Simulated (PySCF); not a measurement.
# B²⁺: excitation energy

B²⁺ [He] 2s1 (2S) → B²⁺ [He] 3d1 (2D), as a difference of total energies. Computed with PySCF 2.14 in aug-cc-pCVQZ-DK (9s8p6d4f2g, 109 functions), with scalar relativity by spin-free X2C-1e. Correlated levels: valence and next inner shell: nothing frozen. The calculations carry no spin-orbit coupling.

```tsv
method	excitation energy (eV)
UHF	24.242
LDA	23.780
PBE	23.671
PBE0	23.845
r2SCAN	23.659
wB97X-V	24.014
LC-wPBE	24.311
BLYP	23.680
MP2 (valence and next inner shell)	24.322
SCS-MP2 (valence and next inner shell)	24.314
```

**Question.** How much does correlation contribute at MP2 (valence and next inner shell)?

**Answer.** 24.322 − (24.242) = 0.080 eV, measured against UHF.

The promoted electron is Rydberg-like, and one or two diffuse shells describe it only roughly, which tends to raise the upper state.
